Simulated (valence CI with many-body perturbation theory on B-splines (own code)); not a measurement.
## Level structure of V¹⁸⁺

Level of theory: relativistic CI+MBPT: three valence electrons over a frozen Dirac-Fock core [He], a basis of 11 s, 11 p, 10 d, 8 f, 5 g, 2 h functions for each j, with the one-electron correlation potential Σ1 (screened to all orders), the two-electron term Σ2, the three-electron term Σ3, Breit, model QED; selected single and double excitations, second order for the rest, scaled by the run's own slope (own B-spline code, finite nucleus).

No measured levels were compared; by estimate levels of excited configurations hold to 0.05 to 0.15 % of their energy, terms of the ground configuration to about 0.5 %.

Levels 1 to 45 of 204, with energies above the lowest level, 2s²2p ²P°_1/2. "Leading %" is the weight of the configuration and term that name the level; weights of strongly mixed levels are sums over their largest components and can fall short. Lifetimes count E1, E2, E3, M1 and M2 decay at the calculated energies, and are blank where another channel may lead or the interval is too uncertain; long ones can be off by a factor of two.

```
No.  Configuration  Term    J  E (Ry)  Leading %      g  Lifetime  Second component
  1          2s²2p   ²P°  1/2   0.000         98  0.662                            
  2          2s²2p   ²P°  3/2   0.625         97  1.331    344 μs                  
  3          2s2p²    ⁴P  1/2   3.023         98  2.651   28.8 ns                  
  4          2s2p²    ⁴P  3/2   3.292        100  1.729    242 ns                  
  5          2s2p²    ⁴P  5/2   3.592         98  1.588   43.3 ns                  
  6          2s2p²    ²D  3/2   5.444         97  0.811    143 ps                  
  7          2s2p²    ²D  5/2   5.522         97  1.208    216 ps                  
  8          2s2p²    ²P  1/2   6.531         50  1.336   35.4 ps     48 % 2s2p² ²S
  9          2s2p²    ²S  1/2   7.191         50  1.342   34.1 ps     49 % 2s2p² ²P
 10          2s2p²    ²P  3/2   7.316         97  1.319   25.8 ps                  
 11            2p³   ⁴S°  3/2   9.390         96  1.971   28.6 ps                  
 12            2p³   ²D°  3/2  10.505         89  0.864   66.9 ps       9 % 2p³ ²P°
 13            2p³   ²D°  5/2  10.633        100  1.197   67.2 ps                  
 14            2p³   ²P°  1/2  11.781         98  0.662   30.8 ps                  
 15            2p³   ²P°  3/2  12.015         85  1.293   31.7 ps      10 % 2p³ ²D°
 16          2s²3s    ²S  1/2  55.734         94  2.001    629 fs                  
 17          2s²3p   ²P°  1/2  57.139         91  0.665   7.56 ps                  
 18          2s²3p   ²P°  3/2  57.314         91  1.333   7.31 ps                  
 19         2s2p3s   ⁴P°  1/2  58.566         97  2.634    563 fs                  
 20          2s²3d    ²D  3/2  58.609         95  0.798   91.3 fs      4 % 2p²3d ²D
 21          2s²3d    ²D  5/2  58.660         95  1.199   93.8 fs      4 % 2p²3d ²D
 22         2s2p3s   ⁴P°  3/2  58.740         94  1.714    546 fs                  
 23         2s2p3s   ⁴P°  5/2  59.160         98  1.598    519 fs                  
 24         2s2p3s   ²P°  1/2  59.314         94  0.687    760 fs                  
 25         2s2p3s   ²P°  3/2  59.760         92  1.344    620 fs                  
 26         2s2p3p    ⁴D  1/2  59.808         75  0.178    954 fs    23 % 2s2p3p ²P
 27         2s2p3p    ⁴D  3/2  59.961         76  1.232   1.22 ps    18 % 2s2p3p ²P
 28         2s2p3p    ²P  3/2  60.199         43  1.454    444 fs    21 % 2s2p3p ⁴S
 29         2s2p3p    ²P  1/2  60.209         68  0.571    268 fs    24 % 2s2p3p ⁴D
 30         2s2p3p    ⁴D  5/2  60.237         94  1.377   62.3 ps     4 % 2s2p3p ⁴P
 31         2s2p3p    ⁴P  1/2  60.514         94  2.609   5.39 ps     4 % 2s2p3p ²S
 32         2s2p3p    ⁴S  3/2  60.547         45  1.612    546 fs    18 % 2s2p3p ⁴P
 33         2s2p3p    ⁴D  7/2  60.614         99  1.427    365 ps                  
 34         2s2p3p    ⁴P  3/2  60.791         41  1.313    382 fs    39 % 2s2p3p ²D
 35         2s2p3p    ²D  3/2  60.874         33  1.443    450 fs    29 % 2s2p3p ⁴P
 36         2s2p3p    ⁴P  5/2  60.902         77  1.519   1.13 ps    17 % 2s2p3p ²D
 37         2s2p3d   ⁴F°  3/2  61.112         92  0.443   1.27 ps    4 % 2s2p3d ²D°
 38         2s2p3p    ²D  5/2  61.191         81  1.267    226 fs    17 % 2s2p3p ⁴P
 39         2s2p3d   ⁴F°  5/2  61.219         89  1.057    651 fs    8 % 2s2p3d ⁴D°
 40         2s2p3d   ⁴F°  7/2  61.391         86  1.258    426 fs   12 % 2s2p3d ⁴D°
 41         2s2p3p    ²S  1/2  61.474         91  1.951    184 fs                  
 42         2s2p3d   ⁴P°  5/2  61.546         43  1.416   99.5 fs   28 % 2s2p3d ⁴D°
 43         2s2p3s   ²P°  1/2  61.584         85  0.615    240 fs    9 % 2s2p3d ⁴D°
 44         2s2p3d   ⁴D°  3/2  61.591         41  1.275    101 fs   28 % 2s2p3s ²P°
 45         2s2p3s   ²P°  3/2  61.607         61  1.319    150 fs   24 % 2s2p3d ⁴D°
```

Names give the largest LS component (configuration and term), which can be under half, so a name can repeat, a term be missing and a line seem to break the LS rules; names also repeat where a configuration has a term twice.

Where two levels of one J and parity lie close, their mixing, g and order are uncertain.

The ionisation energy to 2s² ¹S0 of the next ion comes out as 1354.3 eV (NIST: 1354.2 ± 0.5 eV (semi-empirical)). All 204 levels together are meant to be complete up to 82.758 Ry.
